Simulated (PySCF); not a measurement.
Constitutional and geometric isomers with formula C2H2OSi. Gas-phase values, no solvent. Strings in code marks are SMILES.

These are PBE-D3(BJ)/def2-TZVP // PBE0-D3(BJ)/def2-TZVP (PySCF) values and carry that method's errors. All candidates: neutral, multiplicity 1. Excitations are Tamm–Dancoff values on a coarser integration grid. The basis has no diffuse functions, so Rydberg states are missing or too high.

```yaml
T1 excitation (TDA): 3.75 eV
HOMO: -6.53 eV
S1 excitation (TDA): 4.20 eV
```

Problem. Say which member has these values.
A) `O=[si]1cc1`
B) `C#C[SiH]=O`
C) `O=C=C=[SiH2]`

Solution. A, `O=[si]1cc1`. The others give `O=C=C=[SiH2]`: 2.03 eV, -5.81 eV, 2.27 eV; `C#C[SiH]=O`: 3.26 eV, -6.79 eV, 3.58 eV
